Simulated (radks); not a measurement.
The numbers below are computed, except where a source is named.
Dipole-allowed excitations along the series with 30 electrons in [Ar] 3d10 4s2. Code: a radial shooting solver on a logarithmic mesh with Libxc functionals. Model: scalar-relativistic Kohn-Sham, LB94 model potential, spin-polarised, spherical densities, finite nucleus; Fermi nuclear charge, rms radius of each element as measured or else 0.836 A^(1/3) + 0.57 fm. Time-dependent linear response with the Hartree and adiabatic LDA kernel, continuum included through the Sternheimer equations, no spin-orbit coupling, so fine structure and intercombination lines are absent. Lines are the poles of the dipole polarisability below minus the highest occupied eigenvalue, found on a grid refined at the orbital gaps; the lowest seven at most are given, and weak or close lines can be missed. The first line takes the name of the lowest orbital gap if no other gap lies below it; otherwise a line is named after a gap within 0.6 % of it, if that gap stands alone.

species  -e(HOMO) (eV)  lowest orbital gap (eV)  first line (eV)     f  static alpha (bohr^3)  measured (eV)
Ga+             22.240              4s-4p 7.946    9.780 (4s-4p)  1.61                  14.39    4s-4p 8.766
Ge2+            36.243             4s-4p 10.058   12.462 (4s-4p)  1.63                  8.855              -
As3+            52.393             4s-4p 12.121   15.009 (4s-4p)  1.62                  6.001              -
Se4+            70.578             4s-4p 14.169   17.494 (4s-4p)  1.59                  4.320              -
Br5+            90.734             4s-4p 16.219   19.951 (4s-4p)  1.56                  3.243              -
Kr6+            112.82             4s-4p 18.283   22.404 (4s-4p)  1.53                  2.510              -

Measured values: term averages from the NIST Handbook of Basic Atomic Spectroscopic Data.
